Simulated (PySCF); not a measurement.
# What a mistake does to a calculation on AlBFH4Si

Calculated results; nothing here was measured. They come from PySCF 2.14.0, an open-source quantum chemistry program, on an isolated molecule that a program drew, which may never have been made. The molecule is AlBFH4Si (charge 0, doublet), drawn as the SMILES string `F[SiH2][B][AlH2]`.

Each row is a Hartree-Fock (HF) and frozen-core CCSD(T) single point in the cc-pV(D+d)Z basis, meant for a local HF minimum. Run 1 is clean. Each other run has one planted mistake out of seven kinds, and not every kind appears here: one electron removed, one electron added, multiplicity raised by two, geometry at a saddle point, minimal basis STO-3G, one bond length entered in bohr, all coordinates scaled. The reference is restricted for singlets and unrestricted otherwise, and also for a bond in bohr. Adding or removing an electron swaps singlet and doublet. Electrons count all cores. HOMO and LUMO are orbital energies over both spins, the gradient is its largest component, and the lowest frequency (negative if imaginary) is given only where the gradient is small. Bond lengths are over the 7 bonds as drawn. T1 is the CCSD diagnostic: over 0.02 (restricted) or 0.045 (unrestricted) a single reference is doubtful.

Geometry of the clean run:
```xyz
8
AlBFH4Si, angstrom
F    -3.2492    2.9124    0.5669
Si   -2.6211    2.3735   -0.8287
B    -0.6259    2.2153   -0.7846
Al    1.4522    2.0381   -0.7738
H    -3.0266    3.3389   -1.8701
H    -3.2259    1.0492   -1.0757
H     2.3358    3.2687   -1.2252
H     2.1099    0.6727   -0.3247
```

```
run  electrons  basis functions  <S^2>  HOMO (eV)  LUMO (eV)  gradient (hartree/bohr)  lowest frequency (cm^-1)  mean bond (Å)  longest bond (Å)      T1  HF (hartree)  CCSD(T) (hartree)                 mistake
  1         45               94  0.759      -8.84       0.36                  1.4e-05                        76         1.6893             2.086  0.0151    -657.28259         -657.74557                no fault
  2         46               94  0.000      -1.22       6.11                  4.7e-02                         -         1.6893             2.086  0.0178    -657.28802         -657.79179      one electron added
  3         45               94  0.760      -8.75       0.33                  3.8e-02                         -         1.7721             2.188  0.0162    -657.26742         -657.73407  all coordinates scaled
  4         45               94  3.759      -8.76      -1.39                  1.6e-02                         -         1.6893             2.086  0.0340    -657.20405         -657.66208                       ?
```

**Which mistake was planted in run 4, and what did it cost?**

Electrons, basis and geometry are unchanged, and <S^2> is 3.759, beside S(S+1) = 3.75 for a multiplicity of 4. So the mistake is: multiplicity raised by two. Subtracting run 1 and multiplying by 627.51 kcal/mol a hartree, the energy moved by 49.3 kcal/mol in HF and 52.4 kcal/mol in CCSD(T).

